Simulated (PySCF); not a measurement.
C₃H₅NOSi, SMILES C(=O)[SiH2]CC#N. Atoms are numbered in the order given.

```xyz
11

N      0.0496     3.2597     0.0000
C      0.3492     2.1395     0.0000
C      0.6721     0.7230     0.0000
Si    -0.8717    -0.3906     0.0000
C     -0.1548    -2.1891     0.0000
O      1.0435    -2.3634     0.0000
H      1.2807     0.4674    -0.8830
H      1.2807     0.4674     0.8830
H     -1.7003    -0.1720     1.2176
H     -1.7003    -0.1720    -1.2176
H     -0.8517    -3.0742     0.0000
```
Charge 0, spin multiplicity 1.

Geometry: B3LYP-D3(BJ)/def2-SVP. This is a generated structure with no PubChem entry under its InChIKey; it may be hypothetical. The values are those of a single conformer.

Calculation: B3LYP/def2-TZVP in PySCF.

Isolated molecule, no solvent.

| Quantity | Value |
|---|---|
| total energy | -536.88991 hartree |
| point group | Cs |
| highest occupied level | -7.40 eV |
| lowest empty level | -2.40 eV |
| orbital gap | 5.00 eV |
| dipole moment | 3.69 D |
| quadrupole, principal values (traceless, Buckingham form, about the centre of nuclear charge) | -21.73, 10.65, 11.07 D·Å |
| mean static polarisability | 67.8 bohr³ (10.04 Å³) |
| polarisability, principal values | 49.5, 64.2, 89.6 bohr³ |
